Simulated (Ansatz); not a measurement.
CaO (SMILES [O]=[Ca]), singlet, geometry from GFN2-xTB (such geometries of metal compounds can be far from the true shape). Base run: Ansatz (a first-principles code) with SVWN5/cc-pVTZ.

Geometry (Å):
```xyz
2

Ca     0.0000     0.0000    -0.5272
O      0.0000     0.0000     1.3181
```
All else is at Ansatz's defaults.

Each row names what was changed in the base input (with any setting that the change needs).

```
change                 basis functions      E (Eh)
---------------------  ---------------  ----------
base                                73  -750.47676
basis = STO-3G                      18  -742.29075
basis = 6-31G                       38  -750.37191
basis = def2-SVP                    38  -750.27471
basis = 6-31G**                     50  -750.39396
basis = def2-SVPD                   50  -750.28956
basis = 6-311++G**                  65  -750.45592
basis = def2-TZVPP                  67  -750.46040
basis = def2-TZVP                   67  -750.46040
basis = 6-311+G(2d,p)               75  -750.46526
basis = def2-TZVPD                  76  -750.46263
basis = cc-pVQZ                    123  -750.48786
basis = def2-QZVPP                 127  -750.49456
```

Totals compare only among sets that treat the same electrons; sets with core potentials leave the core out.
